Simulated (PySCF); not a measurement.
# Ionisation energy of Lu³⁺ by level of theory

Lu³⁺ [Xe] 4f14 → Lu⁴⁺ [Xe] 4f13 [4f5/2^6 4f7/2^7, M_J = 7/2], as a difference of total energies. Calculation: PySCF 2.14, in x2c-QZVPPall-2c (16s16p12d6f2g, 184 functions); the two-component X2C-1e Hamiltonian. Correlated levels: [Ar] 3d10 frozen; the 34 highest virtual spinors dropped. "Screened" scales the spin-orbit matrix elements by Boettger's factors to mimic the two-electron term; Breit and QED terms are absent.

| method | ionisation energy (eV) | difference from reference (eV) |
| --- | --- | --- |
| GHF (spin-free) | 41.810 | -3.439 |
| GMP2 (spin-free) | 46.964 | +1.715 |
| GHF (screened spin-orbit) | 41.029 | -4.220 |
| GMP2 (screened spin-orbit) | 46.187 | +0.938 |

Reference: 45.249 ± 0.025 eV (semi-empirical (NIST evaluation); NIST Atomic Spectra Database, ionization energies).

The spin-free rows lack the spin-orbit shift.
